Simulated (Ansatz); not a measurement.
CH2OS, SMILES `OC=S` (H–O–C–S torsion 0°) (charge 0, multiplicity 1).

Cartesian coordinates (Å):
SMILES: OC=S
```xyz
5

O      0.9810     0.1747     0.2565
C     -0.3322     0.2020     0.1021
S     -1.2134    -0.8350    -0.7650
H      1.3195    -0.5832    -0.2470
H     -0.7549     1.0415     0.6534
```
Charge 0, multiplicity 1.

Frozen-core energies in 6-31g from Ansatz (an electronic-structure program) at a geometry from PBE0-D3(BJ)/def2-TZVP; the HF reference has <S^2> = 0.00 and the T1 diagnostic is 0.021.

```
level    energy (Ha)
-------  -----------
HF        -511.29698
MP2       -511.56753
CCSD      -511.58169
CCSD(T)   -511.59050
```

**Question.** Estimate the energies of CCSDT, CCSDT(Q) and CCSDTQ, and give each level's difference from CCSDTQ.

**Answer.** 
```csv
level,energy (Ha),difference from CCSDTQ (mHa)
MP2,-511.56753,24.43
CCSD,-511.58169,10.27
CCSD(T),-511.59050,1.46
CCSDT,-511.59107,0.89
CCSDT(Q),-511.59207,-0.10
CCSDTQ,-511.59197,0.00
```
